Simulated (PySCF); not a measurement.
State search for ZnO

Unrestricted PBE0; basis Zn def2-SVPD, O def2-SVPD; no relativity; PySCF 2.14. Outer shells of the fragments: Zn 3d10 4s2; O 2s2 2p4.

Followed along the bond (rough minima from three points):

```csv
2Ms+1,unpaired,⟨S²⟩ at the start,R at minimum (Å),Te (eV)
3,"σ ↑, π ↑",2.01,1.87,0.00
1,"σ ↓, π ↑",1.00,1.86,0.14
1,none,0.00,1.71,0.24
3,σ ↑↑,2.00,1.82,1.48
```

Solutions found at the starting distance of 1.790 Å, counted from the lowest of them; the search is not exhaustive and high or unbound solutions are not listed, so other states can lie among these:

| 2Ms+1 | unpaired | term | E (eV) | ⟨S²⟩ | ⟨Lz²⟩ | μ (D) |
| --- | --- | --- | --- | --- | --- | --- |
| 3 | σ ↑, π ↑ | ³Π | 0.00 | 2.01 | 1.01 | -2.42 |
| 1 | σ ↓, π ↑ | mixed | 0.13 | 1.00 | 1.01 | -2.53 |
| 1 | none | ¹Σ⁺ | 0.28 | 0.00 | 0.00 | -6.38 |
| 3 | σ ↑↑ | ³Σ⁺ | 1.44 | 2.00 | 0.00 | -3.17 |
| 3 | π ↑↑ | ³Σ⁻ | 3.42 | 2.01 | 0.00 | 3.02 |
| 3 | π ↑↑ | mixed | 3.93 | 2.00 | 2.01 | -3.09 |
| 1 | π ↑↓ | mixed | 4.06 | 1.07 | 2.01 | -2.73 |
| 3 | π ↑↑ | mixed | 4.10 | 2.00 | 2.00 | -2.98 |
| 1 | π ↑↓ | mixed | 4.13 | 1.00 | 2.01 | 2.91 |
| 1 | none | mixed | 6.09 | 0.00 | 2.00 | 2.53 |

A term symbol is given only where ⟨S²⟩ and ⟨Lz²⟩ are close to those of a pure state; real π, δ and φ orbitals otherwise mix terms. A positive dipole means Zn(−)O(+).

Counting both spins, an empty level lies below a filled one in some of these solutions, because spin and occupation are held.
